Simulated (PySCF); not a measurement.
# SMILES [C-]#[N+]C=C1C=CC=CC=C1, C$_{9}$H$_{7}$N

Cartesian coordinates in Å; atom numbers follow the order of the lines, from 1:
```xyz
17

C     4.1302    0.9056   -0.1359
N     3.2189    0.1706   -0.1779
C     2.1937   -0.6978   -0.2306
C     0.8830   -0.3453   -0.1005
C    -0.0962   -1.4062   -0.1812
C    -1.4396   -1.3654   -0.0943
C    -2.3070   -0.2425    0.1063
C    -1.9689    1.0545    0.2603
C    -0.6589    1.6354    0.2614
C     0.5420    1.0453    0.1085
H     2.4887   -1.7272   -0.3882
H     0.3438   -2.3851   -0.3375
H    -1.9567   -2.3129   -0.1884
H    -3.3617   -0.4865    0.1350
H    -2.7755    1.7631    0.4024
H    -0.6501    2.7088    0.4066
H     1.4072    1.6976    0.1440
```

Method used: quadratic response LC-wPBE/def2-SVPD first hyperpolarisability, Taylor convention, gas phase (PySCF 2.14.0). Geometry: GFN2-xTB.

Q: Give the tensor of the static β(0;0,0) in the axes of these coordinates.

A: In au, Taylor convention; rows are the first index (the induced dipole):
```csv
,xx,yy,zz,xy,xz,yz
x,-662.3,-90.7,+30.7,-135.2,+27.1,-8.2
y,-135.2,+2.1,+2.2,-90.7,-8.2,+5.6
z,+27.1,+5.6,-5.7,-8.2,+30.7,+2.2
```
Norm of βᵢ = ⅓ Σⱼ (βᵢⱼⱼ + βⱼᵢⱼ + βⱼⱼᵢ): 734.5 au, hyper-Rayleigh value 301.6 au.
